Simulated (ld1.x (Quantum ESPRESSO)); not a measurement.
u(r) = r·R(r): atom against pseudo-atom (Ca)

Columns: radius, all-electron u(r) and pseudo u(r) of the 3d shell (level -4.87 eV) of calcium in the configuration [Ne] 3s2 3p6 3d0 4s1.5 4p0; BLYP, scalar-relativistic, RRKJ scheme, ld1.x (Quantum ESPRESSO) 7.5.

```json
{"r (bohr)": "0.103", "all-electron": "0.0186", "pseudo": "0.0027"}
{"r (bohr)": "0.205", "all-electron": "0.0864", "pseudo": "0.0203"}
{"r (bohr)": "0.308", "all-electron": "0.1831", "pseudo": "0.0641"}
{"r (bohr)": "0.410", "all-electron": "0.2844", "pseudo": "0.1374"}
{"r (bohr)": "0.513", "all-electron": "0.3788", "pseudo": "0.2370"}
{"r (bohr)": "0.615", "all-electron": "0.4586", "pseudo": "0.3501"}
{"r (bohr)": "0.718", "all-electron": "0.5240", "pseudo": "0.4636"}
{"r (bohr)": "0.820", "all-electron": "0.5740", "pseudo": "0.5614"}
{"r (bohr)": "0.923", "all-electron": "0.6103", "pseudo": "0.6355"}
{"r (bohr)": "1.025", "all-electron": "0.6339", "pseudo": "0.6813"}
{"r (bohr)": "1.128", "all-electron": "0.6474", "pseudo": "0.7017"}
{"r (bohr)": "1.230", "all-electron": "0.6528", "pseudo": "0.7022"}
{"r (bohr)": "1.332", "all-electron": "0.6519", "pseudo": "0.6902"}
{"r (bohr)": "1.435", "all-electron": "0.6463", "pseudo": "0.6716"}
{"r (bohr)": "1.538", "all-electron": "0.6371", "pseudo": "0.6512"}
{"r (bohr)": "1.640", "all-electron": "0.6253", "pseudo": "0.6317"}
{"r (bohr)": "1.743", "all-electron": "0.6115", "pseudo": "0.6137"}
{"r (bohr)": "1.845", "all-electron": "0.5965", "pseudo": "0.5970"}
{"r (bohr)": "1.948", "all-electron": "0.5805", "pseudo": "0.5805"}
{"r (bohr)": "2.050", "all-electron": "0.5640", "pseudo": "0.5640"}
{"r (bohr)": "2.153", "all-electron": "0.5470", "pseudo": "0.5470"}
{"r (bohr)": "2.255", "all-electron": "0.5300", "pseudo": "0.5300"}
{"r (bohr)": "2.358", "all-electron": "0.5128", "pseudo": "0.5128"}
{"r (bohr)": "2.460", "all-electron": "0.4958", "pseudo": "0.4958"}
{"r (bohr)": "2.562", "all-electron": "0.4789", "pseudo": "0.4789"}
{"r (bohr)": "2.665", "all-electron": "0.4621", "pseudo": "0.4621"}
```

(1) How many radial nodes do the two functions have?

(2) At about which radius was the pseudo-wave matched?

(3) Is the pseudo-wave norm-conserving?

Results:

(1) The all-electron 3d function has n − l − 1 = 0; the pseudo-wave has 0.

(2) 2.05 bohr. The columns agree to 0.0005 from 1.84 bohr on; several derivatives are matched, so the curves merge somewhat inside the radius.

(3) Yes: the RRKJ scheme keeps the norm inside the radius equal to the all-electron one, which fixes the energy derivative of the logarithmic derivative at the level.
